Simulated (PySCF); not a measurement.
Al(F)(SiH3)2 (AlFH₆Si₂), SMILES [Al]([SiH3])([SiH3])[F]. Heavy atoms are numbered as in [Al:1]([F:2])([SiH3:3])[SiH3:7]. Hydrogens are named by the atom that carries them.

Geometry optimised at B3LYP-D3(BJ)/def2-SVP. The structure was generated by enumeration; whether it is a known compound was not checked.

Method: PySCF with B3LYP/pcSseg-1.

GIAO shieldings, no solvent; atoms alike by connectivity are averaged. δ = σ(ref) − σ: ¹⁹F against CFCl3 (σ = 161.7 ppm); ²⁹Si against TMS (σ = 338.7 ppm); ¹H against TMS (σ = 31.68 ppm), references at their B3LYP-D3(BJ)/def2-TZVP geometries, non-relativistic.

| nucleus | atoms | count | δ (ppm) |
|---|---|---|---|
| ¹⁹F | F2 | 1 | -89.3 |
| ²⁹Si | Si3 (SiH3) | 2 | -127.8 |
| ¹H | H on Si3 | 6 | 3.33 |
